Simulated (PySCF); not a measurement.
Isomers of H10NPSi3, one GFN2-xTB conformer each. Single-point energies are computed at PBE0/pcSseg-1 (PySCF, gas phase, no added dispersion term), electronic only.

| SMILES | GFN2-xTB relative energy (kcal/mol) |
| --- | --- |
| [SiH3]N([SiH3])[SiH2]P | 0.0 |
| N[SiH2]P([SiH3])[SiH3] | 24.3 |

Conformers: `[SiH3:1][N:2]([SiH3:3])[SiH2:4][PH2:5]` with Si1–N2–Si4–P5 177°, N2–Si4–P5–H 177° and 85°; `[NH2:1][SiH2:2][P:3]([SiH3:4])[SiH3:5]` with H–N1–Si2–P3 34° and 172°, N1–Si2–P3–Si4 67°.

Problem. What does PBE0/pcSseg-1 give for the same structures?

Solution. 
```json
{"SMILES": "[SiH3]N([SiH3])[SiH2]P", "PBE0/pcSseg-1 E (Eh)": "-1270.01631", "PBE0/pcSseg-1 (kcal/mol)": "0.0", "GFN2-xTB (kcal/mol)": "0.0", "point group": "–"}
{"SMILES": "N[SiH2]P([SiH3])[SiH3]", "PBE0/pcSseg-1 E (Eh)": "-1270.01223", "PBE0/pcSseg-1 (kcal/mol)": "2.6", "GFN2-xTB (kcal/mol)": "24.3", "point group": "C1"}
```

Both levels put the same isomer lowest. As drawn, the higher has an N–H bond, which the lower lacks.

Problem. Which frontier levels, dipoles and rotational constants go with these structures?

Solution. 
| SMILES | HOMO (eV, PBE0/pcSseg-1) | LUMO (eV) | dipole (D) | A, B, C (MHz) |
| --- | --- | --- | --- | --- |
| [SiH3]N([SiH3])[SiH2]P | -7.46 | -0.38 | 0.73 | 2937, 1191, 878.4 |
| N[SiH2]P([SiH3])[SiH3] | -7.05 | -0.14 | 1.24 | 2161, 1390, 952.3 |
